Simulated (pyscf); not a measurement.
**[H₂C–Zr(Cl)(Cl)–Cl]•, doublet**

Gas-phase minimum from PySCF at ωB97X-D3(BJ)/def2-SVP, one conformer. Other isomers of [H₂C–Zr(Cl)(Cl)–Cl]• were not searched in full and may lie lower. 

```xyz
7

C     -0.1089     1.0813     0.8603
Zr     0.8926    -0.8048     0.6152
Cl     1.6140    -1.4355     2.7386
Cl    -0.6659    -2.2614    -0.3203
Cl     2.6755    -0.4006    -0.8334
H     -0.9203     1.4446     0.2094
H      0.1430     1.8152     1.6428
```
Charge 0, spin multiplicity 2.

Bonded distances (Å): C1–Zr2 2.150, C1–H6 1.102, C1–H7 1.102, Zr2–Cl3 2.330, Zr2–Cl4 2.329, Zr2–Cl5 2.332. Angles (°): Zr2–C1–H6 124.4, Zr2–C1–H7 124.0, H6–C1–H7 111.6, C1–Zr2–Cl3 106.1, C1–Zr2–Cl4 106.4, C1–Zr2–Cl5 106.0, Cl3–Zr2–Cl4 113.8, Cl3–Zr2–Cl5 112.1, Cl4–Zr2–Cl5 111.7.

Properties at ωB97X-D3(BJ)/def2-SVP:

```yaml
harmonic_wavenumbers_unscaled: 16, 93, 98, 101, 127, 129, 389, 407, 434, 476, 603, 627, 1339, 3113, 3210 cm⁻¹
zero_point_energy: 16.0 kcal/mol
rotational_symmetry_number: 1
Entropy of this conformer at 298 K and 1 atm, rigid rotor and harmonic oscillator, modes under 100 cm⁻¹ raised to 100: 406.2 J/(mol K)
dipole_moment: 1.83 D
Spin expectation value S2: 0.753
```

Single-point totals, which compare only within one level:

```
level                   total energy (hartree)
----------------------  ----------------------
ωB97X-D3(BJ)/def2-TZVP             -1467.28208
PBE/def2-TZVP                      -1466.60360
r²SCAN/def2-TZVP                   -1467.12706
B3LYP-D3(BJ)/def2-TZVP             -1467.28894
PBE0-D3(BJ)/def2-TZVP              -1466.70100
M06-2X/def2-TZVP                   -1467.04720
ωB97M-D3(BJ)/def2-TZVP             -1467.32484
```

The lowest mode is so soft that the shape along it may change with the basis. Soft torsions are taken as harmonic, which can shift the entropy by several J/(mol K). Open-shell species with a d-block atom are single-reference here; other states, and whether the spin sits on metal or ligand, were not checked. Elements past Kr carry the def2 core potentials, without spin-orbit coupling.
